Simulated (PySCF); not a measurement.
## Cu⁺: ionisation energy

Cu⁺ [Ar] 3d10 (1S) → Cu²⁺ [Ar] 3d9 (2D), as a difference of total energies. Calculation: PySCF 2.14, in cc-pVDZ-PP with ECP10MDF; a scalar-relativistic core potential. Correlated levels: valence: 3s2 3p6 frozen. The calculations carry no spin-orbit coupling.

```json
{"method": "UHF", "ionisation energy (eV)": "17.169"}
{"method": "PBE0", "ionisation energy (eV)": "20.057"}
{"method": "M06-L", "ionisation energy (eV)": "19.735"}
{"method": "MP2 (valence)", "ionisation energy (eV)": "20.305"}
{"method": "SCS-MP2 (valence)", "ionisation energy (eV)": "19.913"}
```

**Question.** How much does correlation contribute at MP2 (valence)?

**Answer.** 20.305 − (17.169) = 3.136 eV, measured against UHF.

The reference lies between the lowest fine-structure levels, while these numbers refer to the centres of the terms.

Errors of the correlated levels include the incompleteness of this basis and the frozen core.

For comparison: 20.292 eV (measured; NIST Atomic Spectra Database, ionization energies).
